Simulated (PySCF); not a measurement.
# One molecule, several mistakes: ClGeH3NSi cation

Calculated results; nothing here was measured. They come from PySCF 2.14.0, an open-source quantum chemistry program, on an isolated molecule that a program drew, which may never have been made. The molecule is ClGeH3NSi cation (charge +1, singlet), drawn as the SMILES string `Cl[SiH+][N]=[GeH2]`.

Each row is a Hartree-Fock (HF) and frozen-core CCSD(T) single point in the cc-pV(D+d)Z basis, meant for a local HF minimum. Run 1 is clean. Each other run has one planted mistake out of seven kinds, and not every kind appears here: one electron removed, one electron added, multiplicity raised by two, geometry at a saddle point, minimal basis STO-3G, one bond length entered in bohr, all coordinates scaled. The reference is restricted for singlets and unrestricted otherwise, and also for a bond in bohr. Adding or removing an electron swaps singlet and doublet. Electrons count all cores. HOMO and LUMO are orbital energies over both spins, the gradient is its largest component, and the lowest frequency (negative if imaginary) is given only where the gradient is small. Bond lengths are over the 6 bonds as drawn. T1 is the CCSD diagnostic: over 0.02 (restricted) or 0.045 (unrestricted) a single reference is doubtful. Germanium has the cc-pVDZ-PP basis, with a core potential (ECP10MDF) in place of its 10 inner electrons, and its 3s, 3p and 3d shells are frozen in CCSD(T).

Geometry of the clean run:
```xyz
7
ClGeH3NSi cation, angstrom
Cl    0.5535   -0.7058   -1.6239
Si   -0.4195    0.2877   -0.2070
N    -0.8631   -0.3687    1.1569
Ge   -1.2975   -1.1650    2.5874
H    -0.6846    1.6761   -0.5445
H    -0.3487   -1.1580    3.7608
H    -2.6380   -1.8516    2.6793
```

| run | electrons | basis functions | <S^2> | HOMO (eV) | LUMO (eV) | gradient (hartree/bohr) | lowest frequency (cm^-1) | mean bond (Å) | longest bond (Å) | T1 | HF (hartree) | CCSD(T) (hartree) | mistake |
|---|---|---|---|---|---|---|---|---|---|---|---|---|---|
| 1 | 72 | 98 | 0.000 | -16.27 | -4.13 | 1.6e-05 | 72 | 1.6213 | 1.985 | 0.0187 | -1097.79766 | -1098.31610 | no fault |
| 2 | 73 | 98 | 0.766 | -5.72 | 1.63 | 9.1e-02 | - | 1.6213 | 1.985 | 0.0178 | -1097.97773 | -1098.51025 | one electron added |
| 3 | 71 | 98 | 0.761 | -22.56 | -12.33 | 1.2e-01 | - | 1.6213 | 1.985 | 0.0323 | -1097.28267 | -1097.75664 | one electron removed |
| 4 | 72 | 98 | 1.061 | -13.45 | -6.01 | 3.9e-02 | - | 1.8724 | 3.201 | 0.0226 | -1097.65736 | -1098.14049 | ? |
| 5 | 72 | 98 | 2.033 | -11.64 | -6.22 | 1.3e-01 | - | 1.6213 | 1.985 | 0.0180 | -1097.67715 | -1098.15875 | ? |

**Which mistake was planted in run 4, and what did it cost?**

The mean bond changes by a factor of 1.155 and the longest by 1.613, so the molecule wasn't scaled as a whole. A length L in bohr read as angstrom grows by (1/0.5292 - 1) L = 0.890 L. The 6 bonds together grew by 6 x 0.2511 = 1.507 Å, which gives L = 1.693 Å. That is bond N3-Ge4, 1.694 Å in the clean geometry. So the mistake is: one bond length entered in bohr. Subtracting run 1 and multiplying by 627.51 kcal/mol a hartree, the energy moved by 88.0 kcal/mol in HF and 110.2 kcal/mol in CCSD(T).

**Which mistake was planted in run 5, and what did it cost?**

Electrons, basis and geometry are unchanged, and <S^2> is 2.033, beside S(S+1) = 2.00 for a multiplicity of 3. So the mistake is: multiplicity raised by two. Subtracting run 1 and multiplying by 627.51 kcal/mol a hartree, the energy moved by 75.6 kcal/mol in HF and 98.7 kcal/mol in CCSD(T).

